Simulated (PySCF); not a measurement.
Vertical excitations of a molecule C₃H₆GeO from TDDFT-PBE/def2-SVPD (PySCF), as energy in eV (oscillator strength): 3.60 (0.001), 4.69 (0.000), 5.24 (0.056), 5.43 (0.000), 5.73 (0.002), 5.82 (0.014), 6.29 (0.002), 6.37 (0.041), 6.41 (0.001), 6.63 (0.000). Lowest triplet (TDA): 3.42 eV. Geometry optimised at PBE-D3(BJ)/def2-SVP. One conformer was computed; it need not be the lowest.

Identify the compound among the candidates.
A) [GeH3][C]1=CCO1
B) C=[C]1C[O][GeH2]1
C) C=C=[CH][GeH2][OH]
D) C[C]1=C[O][GeH2]1

D, C[C]1=C[O][GeH2]1
